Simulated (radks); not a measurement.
Values are calculated unless marked as measured or tabulated.
Q: Mean orbital radii <r> (bohr) of the zirconium ion Zr+, [Kr] 4d2 5s1, of relativity; Dirac values are averaged over j with weights 2j + 1. Spin-unpolarised spherical Kohn-Sham, PBEsol, point nucleus unless stated (finite: rms radius 4.2694 fm), a radial shooting solver on a logarithmic mesh with Libxc functionals. A level marked "c x" has the speed of light scaled by that factor and shares open shells by 2j + 1; other Dirac levels either fill j = l - 1/2 first or share by 2j + 1.

shell  non-rel.
1s      0.03816
2s       0.1674
2p       0.1437
3s       0.4704
3p       0.4674
3d       0.4516
4s        1.240
4p        1.377
4d        2.101
5s        3.483

Give the values at the level "Dirac, c x 1.25".

A: 
shell  Dirac, c x 1.25  change of magnitude (%)
1s             0.03748                    -1.80
2s              0.1642                    -1.93
2p              0.1424                    -0.94
3s              0.4629                    -1.60
3p              0.4641                    -0.71
3d              0.4523                    +0.16
4s               1.223                    -1.39
4p               1.371                    -0.43
4d               2.124                    +1.09
5s               3.437                    -1.32
